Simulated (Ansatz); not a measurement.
Isolated molecules relaxed with PBE0-D4/def2-TZVP in Ansatz; ΔE leaves out vibrations. CCSD(T)/CBS is the MP2 limit (def2-TZVPP, def2-QZVPP) plus CCSD(T) − MP2 in def2-TZVPP, frozen cores. This one scheme is used for every species. Functionals use def2-TZVPP. For Br outer-core shells are correlated without core-valence functions, which leaves a few kJ/mol of doubt a bond. Scalar relativity is left out up to krypton. One conformer a species, not always the lowest.

`[AlH2][O][SiH2]Br` + `[NH2][AlH2]` → `[AlH2][NH][SiH2]Br` + `[OH][AlH2]`  (ligand exchange at the Si–O bond)

| species | ωB97M-V energy (Eh) |
| --- | --- |
| `[AlH2][O][SiH2]Br` | -3183.68833 |
| `[NH2][AlH2]` | -299.59197 |
| `[AlH2][NH][SiH2]Br` | -3163.76965 |
| `[OH][AlH2]` | -319.49004 |

**Question.** Work out ΔE.

**Answer.** ΔE = (-3163.76965) + (-319.49004) − (-3183.68833) − (-299.59197) = 0.02061 Eh = +54.1 kJ/mol. CCSD(T)/CBS gives +54.3 kJ/mol.

Largest T1 diagnostic among the species: 0.012.

From PBE to PBE0 (25 % exact exchange), in def2-TZVPP and without D4, ΔE moves by +3.4 kJ/mol. In def2-TZVPP, CCSD(T) changes the Hartree–Fock value by −17.0 kJ/mol (the triples alone add −2.9 kJ/mol) and MP2 by −18.1 kJ/mol.
